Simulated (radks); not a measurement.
Values are calculated unless marked as measured or tabulated.
Trend from K+ to Kr+: ionisation energy by Delta-SCF between NIST ground configurations, and size. Code: a radial shooting solver on a logarithmic mesh with Libxc functionals. Model: Dirac Kohn-Sham, PBEsol, spin-unpolarised, spherical densities, finite nucleus; open shells fill j = l - 1/2 first; Fermi nuclear charge, rms radius of each element as measured or else 0.836 A^(1/3) + 0.57 fm.

species,configuration,IE (eV),NIST (eV),kind,-e(HOMO) (eV),outermost,<r> outermost (bohr)
K+,[Ar],31.773,31.625,exp.,24.738 (3p3/2),3p3/2,1.43
Ca+,[Ar] 4s1,11.681,11.872,exp.,8.942 (4s1/2),4s1/2,3.60
Sc+,[Ar] 3d1 4s1,12.649,12.800,exp.,9.719 (4s1/2),4s1/2,3.36
Ti+,[Ar] 3d2 4s1,13.467,13.576,exp.,10.347 (4s1/2),4s1/2,3.18
V+,[Ar] 3d4,14.800,14.63,exp.,8.956 (3d3/2),3d3/2,1.55
Cr+,[Ar] 3d5,15.947,16.486,exp.,9.784 (3d5/2),3d5/2,1.42
Mn+,[Ar] 3d5 4s1,15.505,15.640,exp.,11.871 (4s1/2),4s1/2,2.80
Fe+,[Ar] 3d6 4s1,16.111,16.199,exp.,12.321 (4s1/2),4s1/2,2.70
Co+,[Ar] 3d8,19.224,17.084,exp.,12.135 (3d5/2),3d5/2,1.14
Ni+,[Ar] 3d9,20.226,18.169,exp.,12.848 (3d5/2),3d5/2,1.08
Cu+,[Ar] 3d10,21.194,20.292,exp.,13.534 (3d5/2),3d5/2,1.02
Zn+,[Ar] 3d10 4s1,18.349,17.964,exp.,13.984 (4s1/2),4s1/2,2.39
Ga+,[Ar] 3d10 4s2,21.137,20.515,exp.,16.361 (4s1/2),4s1/2,2.21
Ge+,[Ar] 3d10 4s2 4p1,15.617,15.935,exp.,11.382 (4p1/2),4p1/2,2.52
As+,[Ar] 3d10 4s2 4p2,18.125,18.589,exp.,13.496 (4p1/2),4p1/2,2.28
Se+,[Ar] 3d10 4s2 4p3,20.127,21.20,exp.,15.201 (4p3/2),4p3/2,2.13
Br+,[Ar] 3d10 4s2 4p4,22.508,21.591,exp.,17.236 (4p3/2),4p3/2,1.97
Kr+,[Ar] 3d10 4s2 4p5,24.888,24.360,exp.,19.282 (4p3/2),4p3/2,1.84

Reference values: NIST Atomic Spectra Database (exp. = measured, semi-emp. = semi-empirical, theory = theoretical value adopted there). Spin polarisation and multiplet splitting are left out, so open shells lie too high by an amount that depends on their filling.

Beside tabulated values, note that spin-unpolarised runs miss the spin-polarisation part of the exchange energy of open shells.
